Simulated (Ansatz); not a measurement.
Computed with Ansatz on PBE0-D4/def2-TZVP structures; ΔE is electronic, products minus reactants. CCSD(T)/CBS adds triple-zeta CCSD(T) − MP2 to the extrapolated MP2 energy (def2 sets, frozen cores). This one scheme is used for every species. DFT in def2-TZVPP. B3LYP here is the variant with VWN-RPA as its local correlation; programs differ in this. For Br outer-core shells are correlated without core-valence functions, which leaves a few kJ/mol of doubt a bond. Scalar relativity is left out up to krypton.

Consider the hydrogenolysis of the Si–C bond: `C[Si](C)(F)Br` + H₂ → `C[SiH](F)Br` + CH₄.

Question: Is it downhill or uphill in electronic energy at CCSD(T)/CBS, and by how much? (Estimate.)

Answer: Ansatz gave: Downhill: ΔE = -11.7 kJ/mol.

Question: What do these levels give: ωB97X-V, ωB97M-V, PBE, r2SCAN, PBE0, B3LYP, HF/def2-TZVPP, CCSD/def2-TZVPP, CCSD(T)/def2-TZVPP, MP2/def2-QZVPP, MP2/CBS(def2), CCSD/CBS(def2)? (An estimate is asked.)

Answer: The calculation gave: ωB97X-V -13.6, ωB97M-V -10.8, PBE -16.5, r2SCAN -11.5, PBE0 -17.9, B3LYP -25.3, HF/def2-TZVPP -36.5, CCSD/def2-TZVPP -18.0, CCSD(T)/def2-TZVPP -13.8, MP2/def2-QZVPP -7.7, MP2/CBS(def2) -6.7, CCSD/CBS(def2) -15.8 kJ/mol.

Largest T1 diagnostic among the species: 0.009.

The D4 term adds +10.8 kJ/mol with B3LYP and +6.0 kJ/mol with PBE0; it sums over pairs of atoms, weighted by their polarisabilities, and B3LYP, whose exchange is more repulsive, gets the larger term. In def2-TZVPP, CCSD(T) changes the Hartree–Fock value by +22.6 kJ/mol (the triples alone add +4.1 kJ/mol) and MP2 by +27.6 kJ/mol.
